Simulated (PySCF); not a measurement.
C₃H₂F₃, SMILES F/C=C/[C](F)F, multiplicity 2. Atoms are numbered in the order given.

```xyz
8

F     -0.1979     2.6475     0.0000
C      0.3401     1.4241     0.0000
C     -0.4985     0.3168     0.0000
C     -0.0610    -0.9833     0.0000
F     -0.8541    -2.0346     0.0000
F      1.2147    -1.3274     0.0000
H      1.4322     1.4094     0.0000
H     -1.5801     0.4747     0.0000
```
Charge 0, spin multiplicity 2.

The structure is a stationary point at r2SCAN-D4/def2-SVP. The isomer is the one that the SMILES or the coordinates give; other isomers of the formula were not compared. The values are those of a single conformer.

Calculation: PySCF with B3LYP/pcH-1.

Unrestricted Kohn–Sham, ⟨S²⟩ = 0.776. Hyperfine tensors hold the contact and dipolar terms, without spin-orbit corrections.

Computed hyperfine couplings:
```
nucleus    A(iso) (MHz)  A(iso) (G)  dipolar principal values (MHz)
---------  ------------  ----------  ------------------------------
19F no. 1         105.9        37.8           -202.4, -169.0, 371.4
13C no. 2          69.0        24.6             -58.6, -58.2, 116.8
13C no. 3         -55.0       -19.6               -29.1, 11.8, 17.3
13C no. 4          64.9        23.2             -56.1, -54.2, 110.3
19F no. 5          90.0        32.1           -159.5, -132.3, 291.8
19F no. 6          80.6        28.7           -138.3, -109.0, 247.3
1H no. 7          -49.1       -17.5               -23.7, -2.3, 26.1
1H no. 8           11.6         4.1                 -5.2, -1.5, 6.8
```

### Question
And the g tensor (effective nuclear charges for spin-orbit coupling, GIAO)? (An estimate is asked for; the answer gives what the named calculation found.)

### Answer
principal values 2.0019, 2.0054, 2.0059; isotropic 2.0044.
